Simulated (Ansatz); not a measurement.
Molecule: vinylidene fluoride, C$_{2}$H$_{2}$F$_{2}$, charge 0, multiplicity 1. 
Structure (B3LYP-D3(BJ)/def2-TZVP (Ansatz, a quantum-chemistry and plane-wave program) minimum search):
```
C
C 1 1.3156
F 1 1.3225 2 125.22
F 1 1.3225 2 125.22 3 -180.00
H 2 1.0775 1 119.81 3 0.00
H 2 1.0775 5 120.39 1 180.00
```

Computed values are from Ansatz. Cores are frozen in the correlated levels unless marked. Open shells are spin-unrestricted. No spin-orbit coupling. No relativistic terms. Basis-set limits of correlation are two-point, X^-3; Hartree-Fock from the larger set. [CCSD(T)-MP2]/basis is that difference in the basis named.

Q: What is the dipole moment at CCSD(T)/aug-cc-pVDZ?

A: 1.39 D.

Q: What is the total energy at RI-MP2/CBS(aug-cc-pVTZ,aug-cc-pVQZ)+[CCSD(T)-MP2]/aug-cc-pVTZ?

A: -276.8504 Eh.

Q: What is the T1 diagnostic at CCSD/aug-cc-pVTZ?

A: 0.013.

Q: What is the atomisation energy De at RI-MP2/CBS(aug-cc-pVTZ,aug-cc-pVQZ)+[CCSD(T)-MP2]/aug-cc-pVTZ?

A: 2449.3 kJ/mol.
